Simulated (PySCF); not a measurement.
C3H6FNSi, SMILES C#C[C@H](N)[SiH2]F. Atoms are numbered in the order given.

```xyz
12

C      2.7297    -0.4546    -0.6745
C      1.7012    -0.3658    -0.0153
C      0.4154    -0.2186     0.6514
N     -0.1992    -1.5071     1.0345
Si    -0.6942     0.7746    -0.5507
F     -2.1849     0.8139     0.1546
H      3.6567    -0.5399    -1.2237
H      0.5574     0.3884     1.5757
H     -0.2913    -2.1017     0.1990
H     -1.1587    -1.3278     1.3622
H     -0.8137     0.0040    -1.8324
H     -0.2504     2.1914    -0.7737
```

Coordinates come from a PBE-D3(BJ)/def2-SVP optimisation. The structure was generated by enumeration; whether it is a known compound was not checked. The values are those of a single conformer.

Two levels are set side by side: PBE/pcSseg-1 (PySCF) and PBE0/pcSseg-1 (PySCF). GIAO shifts against CFCl3 (¹⁹F), NH3 (¹⁵N), TMS (²⁹Si), TMS (¹H), TMS (¹³C) at the same level; non-relativistic, no solvent, atoms listed together averaged. Differences are taken from unrounded values.

| quantity | PBE |
|---|---|
| δ(¹³C) of C1 (ppm) | 82.7 |
| δ(¹³C) of C2 (ppm) | 84.3 |
| δ(¹³C) of C3 (ppm) | 41.2 |
| δ(¹⁵N) of N4 (ppm) | 41.2 |
| δ(²⁹Si) of Si5 (ppm) | -3.9 |
| δ(¹⁹F) of F6 (ppm) | -240.5 |
| δ(¹H) of H7 (ppm) | 2.79 |
| δ(¹H) of H8 (ppm) | 4.11 |

These are the PBE values. What does PBE0 give? (Estimate from the structure and the level; the computed values follow.)


| quantity | PBE0 | PBE minus PBE0 |
|---|---|---|
| δ(¹³C) of C1 (ppm) | 85.6 | -2.9 |
| δ(¹³C) of C2 (ppm) | 85.1 | -0.8 |
| δ(¹³C) of C3 (ppm) | 37.2 | 4.0 |
| δ(¹⁵N) of N4 (ppm) | 35.3 | 5.9 |
| δ(²⁹Si) of Si5 (ppm) | -1.8 | -2.1 |
| δ(¹⁹F) of F6 (ppm) | -221.2 | -19.3 |
| δ(¹H) of H7 (ppm) | 2.92 | -0.14 |
| δ(¹H) of H8 (ppm) | 3.91 | 0.20 |

Rough cost on one machine, each run with all the roots and properties that it gave: PBE0 against PBE within a factor of 2.
